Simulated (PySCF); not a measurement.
digallium oxide (Ga2O), SMILES [Ga][O][Ga] (connectivity only; charge and spin as stated), neutral, multiplicity 1.

Geometry optimised at PBE0-D3(BJ)/def2-TZVP.

Two levels are set side by side: TDA-PBE/def2-SVPD (PySCF) and TDA-CAM-B3LYP/def2-SVPD (PySCF). Vertical, same geometry. The lowest singlet is HOMO→LUMO 93 % with PBE and HOMO→LUMO 97 % with the other functional; states are paired by order. Differences are taken from unrounded values.

| quantity | TDA-PBE |
|---|---|
| lowest singlet excitation (eV) | 4.02 |
| lowest triplet excitation (TDA) (eV) | 3.19 |
| first bright state (f over 0.05) (eV) | 4.02 |
| its oscillator strength | 0.10 |

Task: These are the TDA-PBE values. What does TDA-CAM-B3LYP give? (An estimate is asked for; the answer gives what the named calculation found.)

Result: 
```tsv
quantity	TDA-CAM-B3LYP	TDA-PBE minus TDA-CAM-B3LYP
lowest singlet excitation (eV)	4.86	-0.84
lowest triplet excitation (TDA) (eV)	3.46	-0.27
first bright state (f over 0.05) (eV)	4.86	-0.84
its oscillator strength	0.28	-0.18
```

Functionals without exact exchange tend to place singlet excitations lower, as here. Differences between two approximate levels are no errors against the true value.

Rough cost on one machine, each run with all the roots and properties that it gave: TDA-CAM-B3LYP against TDA-PBE about 3 times.
